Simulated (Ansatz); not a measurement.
A nudged elastic band was laid between two geometries of BClH$_{6}$Si$_{2}$ (10 atoms, charge 0, multiplicity 1).

All numbers below come from RKS B3LYP/STO-3G in Ansatz.

| Property | Result |
| --- | --- |
| movable images | 7 |
| climbing image | yes |
| spring | 5.0 eV/Å² |
| optimiser | fire |
| start path | IDPP |
| force threshold | 0.05 eV/Å |
| iteration limit | 60 |
| end points | relaxed |
| largest step | 0.02 Å |

First end point:

```xyz
10
Properties=species:S:1:pos:R:3
Si -1.594 0.541 -0.617
B 0.009 -0.584 -0.442
Si 1.481 -0.199 0.806
Cl 3.045 -1.628 0.728
H -2.773 -0.256 -0.352
H -1.605 1.677 0.276
H -1.685 1.032 -1.976
H 0.085 -1.536 -1.125
H 2.097 1.083 0.523
H 1.023 -0.181 2.182
```

Last end point:

```xyz
10
Properties=species:S:1:pos:R:3
Si -1.508 0.415 -0.790
B -0.363 -0.584 0.455
Si 1.572 -0.313 0.693
Cl 2.339 1.236 -0.536
H -2.886 -0.018 -0.760
H -1.465 1.823 -0.460
H -1.010 0.259 -2.139
H -0.826 -1.425 1.134
H 1.903 0.060 2.055
H 2.327 -1.503 0.351
```

**Question.** Which bonds break or form, and what moves?

**Answer.** No bond is made or broken. The dihedral Si1–B2–Si3–Cl4 goes from 180 to 1°.

**Question.** What energy profile does the band end with?

**Answer.** The forces met the threshold. The highest image is number 5 of 0 to 8, 1.4 kcal/mol above the first end and 1.5 kcal/mol above the last; the last end lies 0.1 kcal/mol below the first. The order of the stationary point at the top wasn't checked. Limits of this set-up: minimal basis.

| image | path coordinate (Å) | energy (kcal/mol) | dihedral Si1–B2–Si3–Cl4 (°) |
| --- | --- | --- | --- |
| 0 | 0.00 | 0.0 | 180 |
| 1 | 0.76 | 0.2 | -159 |
| 2 | 1.52 | 0.6 | -138 |
| 3 | 2.29 | 1.0 | -117 |
| 4 | 3.05 | 1.3 | -95 |
| 5 | 3.82 | 1.4 | -72 |
| 6 | 4.61 | 1.1 | -47 |
| 7 | 5.41 | 0.3 | -22 |
| 8 | 6.21 | -0.1 | 1 |

**Question.** What is the geometry of the highest image?

**Answer.** 
```xyz
10
Properties=species:S:1:pos:R:3
Si -1.405 0.495 -0.974
B -0.332 -0.641 0.220
Si 1.408 -0.203 1.056
Cl 2.860 -0.240 -0.496
H -2.811 0.177 -0.859
H -1.237 1.910 -0.737
H -1.002 0.219 -2.337
H -0.744 -1.718 0.448
H 1.483 1.119 1.645
H 1.862 -1.169 2.037
```

The run took 8.2 min on 1 thread of Arm Neoverse V1, with other jobs on the host, peak memory 0.1 GiB.
